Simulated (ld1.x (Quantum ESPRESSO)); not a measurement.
## Transferability test, ultrasoft potential for oxygen (O)

* Element: oxygen
* Generator: ld1.x (Quantum ESPRESSO) 7.5
* Type: ultrasoft
* Functional: PBEsol
* Relativity: scalar-relativistic
* Frozen core: [He]
* Valence charge: 6
* Reference configuration: 2s2 2p4
* Partial waves: 2s (bound): rcut 0.80, rcutus 0.95 bohr; 2s channel at -0.45 Ry: rcut 0.80, rcutus 0.95 bohr; 2p (bound): rcut 1.20, rcutus 1.40 bohr; 2p channel at 0.8 Ry: rcut 1.20, rcutus 1.40 bohr
* Local potential: all-electron potential smoothed inside 0.80 bohr (lloc = -2)
* Core correction: none
* Augmentation charge: built from norm-conserving waves at rcut, not smoothed further

Energies are relative to the spin-unpolarised reference configuration 2s2 2p4; without spin polarisation the order of configurations can differ from experiment. The frozen-core shift is the all-electron ΔE with the core orbitals held at their reference shape minus the fully relaxed ΔE.

| valence configuration | charge | ΔE all-electron (eV) | error AE − PS (meV) | frozen-core shift (meV) |
| --- | --- | --- | --- | --- |
| 2s2 2p3 | +1 | 16.360 | +7.2 | +0.1 |
| 2s2 2p1 | +3 | 103.544 | +304 | +7.6 |
| 2s0 2p6 | 0 | 29.748 | +37 | +1.6 |
| 2s2 2p4.3 | -0.3 | -2.107 | +0.3 | 0.0 |
| 2s2 2p0 | +4 | 180.189 | +981 | +28 |

**Question.** What are ΔE and the potential's error for 2s2 2p2?

**Answer.** ΔE = 49.837 eV all-electron; the error (AE − PS) is +69 meV.

**Question.** What are ΔE and the potential's error for 2s2 2p3.5?

**Answer.** ΔE = 6.254 eV all-electron; the error (AE − PS) is +0.9 meV.

ld1.x printed “convergence not achieved” for 4 of the counted tests; their residual had stalled under 1e-8, short of the target of 1e-14.
